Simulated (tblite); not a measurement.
Species: H₈O₄Si₃.
Bonds: O1–Si2, Si2–O3, Si2–O4, O4–Si5, Si5–O6, O6–Si7. Hydrogens: H8 on O1; H9 on Si2; H10 on O3; H11, H12 on Si5; H13, H14, H15 on Si7.

Computed geometry: GFN2-xTB, gas phase.

Task: Give the optimised bond lengths and angles.

Result: 
```json
{"bond": "O1–Si2", "length (Å)": "1.610", "order": "single"}
{"bond": "Si2–O3", "length (Å)": "1.624", "order": "single"}
{"bond": "Si2–O4", "length (Å)": "1.629", "order": "single"}
{"bond": "O4–Si5", "length (Å)": "1.608", "order": "single"}
{"bond": "Si5–O6", "length (Å)": "1.625", "order": "single"}
{"bond": "O6–Si7", "length (Å)": "1.614", "order": "single"}
{"bond": "O1–H8, O3–H10", "length (Å)": "0.954", "order": "single"}
{"bond": "Si2–H9", "length (Å)": "1.447", "order": "single"}
{"bond": "Si5–H11, Si5–H12", "length (Å)": "1.455", "order": "single"}
{"bond": "Si7–H13", "length (Å)": "1.470", "order": "single"}
{"bond": "Si7–H14, Si7–H15", "length (Å)": "1.461", "order": "single"}
```

Bonds in one row agree within 0.01 Å and their mean is given. Orders are formal, as drawn. A selection of angles:
```json
{"angle": "Si2–O1–H8", "degrees": "120.8"}
{"angle": "O1–Si2–O3", "degrees": "107.8"}
{"angle": "O1–Si2–O4", "degrees": "110.3"}
{"angle": "O1–Si2–H9", "degrees": "105.2"}
{"angle": "O3–Si2–H9", "degrees": "114.9"}
{"angle": "O4–Si2–H9", "degrees": "108.5"}
{"angle": "Si2–O3–H10", "degrees": "119.7"}
{"angle": "Si2–O4–Si5", "degrees": "148.2"}
{"angle": "O4–Si5–O6", "degrees": "110.2"}
{"angle": "O4–Si5–H11", "degrees": "108.4"}
{"angle": "O6–Si5–H11", "degrees": "104.6"}
{"angle": "O6–Si5–H12", "degrees": "108.3"}
{"angle": "H11–Si5–H12", "degrees": "118.2"}
{"angle": "Si5–O6–Si7", "degrees": "156.2"}
{"angle": "O6–Si7–H13", "degrees": "109.1"}
{"angle": "O6–Si7–H15", "degrees": "104.0"}
{"angle": "H13–Si7–H14", "degrees": "110.4"}
{"angle": "H13–Si7–H15", "degrees": "111.0"}
{"angle": "H14–Si7–H15", "degrees": "113.2"}
```

Torsions: O1–Si2–O4–Si5 163° (antiperiplanar); Si2–O4–Si5–O6 5° (synperiplanar); O4–Si5–O6–Si7 38° (synclinal); H8–O1–Si2–O3 40° (synclinal); H10–O3–Si2–O1 -168° (antiperiplanar). The mirror-image conformer, all signs reversed, is as good.

Of the pairs four or more bonds apart, H10···H13 is among the closest relative to their van der Waals radii: 2.25 Å, 94 % of the sum of Bondi's values. Si7 (oxygen-bound silicon) is distorted tetrahedral (angles from 104.0° to 113.2°). Si2 (oxygen-bound silicon) is distorted tetrahedral (angles from 105.2° to 114.9°). The 6 O–Si bonds span 1.608 Å (O4–Si5, drawn single) to 1.629 Å (Si2–O4, drawn single), a spread of 0.021 Å. Si5 (oxygen-bound silicon) is distorted tetrahedral (angles from 104.6° to 118.2°).

Point group: C1 (no symmetry element, even within 0.4 Å). GFN2-xTB frequencies show an imaginary mode (53i cm⁻¹), so the point is no minimum at that level. Torsions: H–O1–Si2–O3 40°, O1–Si2–O3–H -168°, O1–Si2–O4–Si5 163°, Si2–O4–Si5–O6 5°, O4–Si5–O6–Si7 38°. 3 starts were optimised and ended at 0.00, 1.14 and 1.18 kcal/mol (GFN2-xTB); the lowest of these is shown.
